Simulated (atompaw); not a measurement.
An all-electron radial function and its pseudo partner (tellurium)

Columns: radius, all-electron u(r) and pseudo u(r) of the 5s shell (level -15.11 eV) of tellurium in the configuration [Kr] 4d10 5s2 5p4; PBE, scalar-relativistic, PAW (atompaw) scheme, atompaw 4.2.0.5.

```json
{"r (bohr)": "0.081", "all-electron": "-0.1764", "pseudo": "0.0510"}
{"r (bohr)": "0.162", "all-electron": "0.1054", "pseudo": "0.1019"}
{"r (bohr)": "0.242", "all-electron": "0.2624", "pseudo": "0.1521"}
{"r (bohr)": "0.323", "all-electron": "0.1299", "pseudo": "0.2027"}
{"r (bohr)": "0.404", "all-electron": "-0.1050", "pseudo": "0.2530"}
{"r (bohr)": "0.485", "all-electron": "-0.2967", "pseudo": "0.3028"}
{"r (bohr)": "0.565", "all-electron": "-0.3903", "pseudo": "0.3515"}
{"r (bohr)": "0.646", "all-electron": "-0.3885", "pseudo": "0.4000"}
{"r (bohr)": "0.727", "all-electron": "-0.3126", "pseudo": "0.4475"}
{"r (bohr)": "0.808", "all-electron": "-0.1904", "pseudo": "0.4936"}
{"r (bohr)": "0.888", "all-electron": "-0.0476", "pseudo": "0.5375"}
{"r (bohr)": "0.969", "all-electron": "0.1017", "pseudo": "0.5800"}
{"r (bohr)": "1.050", "all-electron": "0.2439", "pseudo": "0.6200"}
{"r (bohr)": "1.131", "all-electron": "0.3723", "pseudo": "0.6571"}
{"r (bohr)": "1.212", "all-electron": "0.4833", "pseudo": "0.6910"}
{"r (bohr)": "1.292", "all-electron": "0.5747", "pseudo": "0.7208"}
{"r (bohr)": "1.373", "all-electron": "0.6489", "pseudo": "0.7468"}
{"r (bohr)": "1.454", "all-electron": "0.7061", "pseudo": "0.7682"}
{"r (bohr)": "1.535", "all-electron": "0.7477", "pseudo": "0.7847"}
{"r (bohr)": "1.615", "all-electron": "0.7755", "pseudo": "0.7959"}
{"r (bohr)": "1.696", "all-electron": "0.7918", "pseudo": "0.8018"}
{"r (bohr)": "1.777", "all-electron": "0.7980", "pseudo": "0.8022"}
{"r (bohr)": "1.858", "all-electron": "0.7958", "pseudo": "0.7971"}
{"r (bohr)": "1.938", "all-electron": "0.7867", "pseudo": "0.7869"}
{"r (bohr)": "2.019", "all-electron": "0.7717", "pseudo": "0.7717"}
{"r (bohr)": "2.100", "all-electron": "0.7522", "pseudo": "0.7522"}
```

Task: How many radial nodes do the two functions have?

Result: The all-electron 5s function has n − l − 1 = 4 (the table is too coarse to show those close to the nucleus); the pseudo-wave has 0, since the states of the same l below it are removed with the core.

Task: Is the pseudo-wave norm-conserving?

Result: No, it belongs to a PAW set: the norm inside the radius is not constrained, and the difference is carried by the augmentation charge.
